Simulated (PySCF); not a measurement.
## Excitation energy of Cu by level of theory

Cu [Ar] 3d10 4s1 (2S) → Cu [Ar] 3d9 4s1 4p1 (high-spin determinant), as a difference of total energies. All numbers are calculated (PySCF 2.14, scalar relativity by spin-free X2C-1e, in x2c-QZVPPall (11s7p6d4f2g, 108 functions)). Correlated levels: valence: [Ar] frozen; valence and next inner shell: [Ne] frozen. The calculations carry no spin-orbit coupling.

```tsv
method	excitation energy (eV)
UHF	2.032
LDA	6.063
PBE	5.541
PBE0	4.811
r2SCAN	4.853
wB97X	5.317
B2PLYP	5.232
TPSS	5.257
MP2 (valence)	5.651
SCS-MP2 (valence)	5.311
MP2 (valence and next inner shell)	6.241
SCS-MP2 (valence and next inner shell)	5.763
```

Problem. How much does correlation contribute at MP2 (valence and next inner shell)?

Solution. 6.241 − (2.032) = 4.209 eV, measured against UHF.

A first-order spin-orbit estimate (lowest level to lowest level, LS coupling) adds -0.092 eV.

The basis was made for the ground configuration and has no added diffuse functions, so the excitation energy can come out too high.

The determinant of the upper state mixes LS terms, which raises its energy above the lowest term, most at the Hartree-Fock and MP2 levels.
